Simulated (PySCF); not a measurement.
Gas-phase thermal properties of SiF₄.NH₃

Energies from PySCF (xtb for GFN2), thermal terms from the rigid-rotor harmonic-oscillator model, ideal gas at 1 bar. 6-31G* has spherical d functions here. All species are closed-shell singlets. B3LYP is the form with VWN-RPA correlation. Adducts (SiF₄.NH₃) have no counterpoise correction, and HF, PBE, BLYP, B3LYP and PBE0 lack dispersion. SiF₄.NH₃: computed as isolated molecules; such fragments, hydroxides, amides, oligomers or adducts are transient or little studied in the gas. The harmonic model lacks anharmonicity and excited electronic states, which grow with temperature; levels with a mode under 35 cm⁻¹ are left out. Internal rotation in SiF₄.NH₃ is treated as a harmonic vibration of one conformer, which makes the entropy rough.

```
level           point group  σ  ZPE (kJ/mol)  S°298 (J/mol/K)  Cp298 (J/mol/K)  S°1000 (J/mol/K)  H1000 − H298 (kJ/mol)
--------------  -----------  -  ------------  ---------------  ---------------  ----------------  ---------------------
B3LYP/6-31G*            C3v  3         137.1            342.1            113.0             516.7                  105.3
GFN2-xTB                C3v  3         126.3            365.7            120.7             546.7                  108.7
HF/6-31G*               C3v  3         146.3            337.6            109.6             508.2                  103.1
PBE/def2-SVP            C3v  3         131.6            347.1            115.4             524.7                  107.0
PBE0/def2-TZVP          C3v  3         136.9            340.2            112.7             515.2                  105.6
```
σ: rotational symmetry number. Electronic degeneracy used: 1. Frequencies are unscaled.
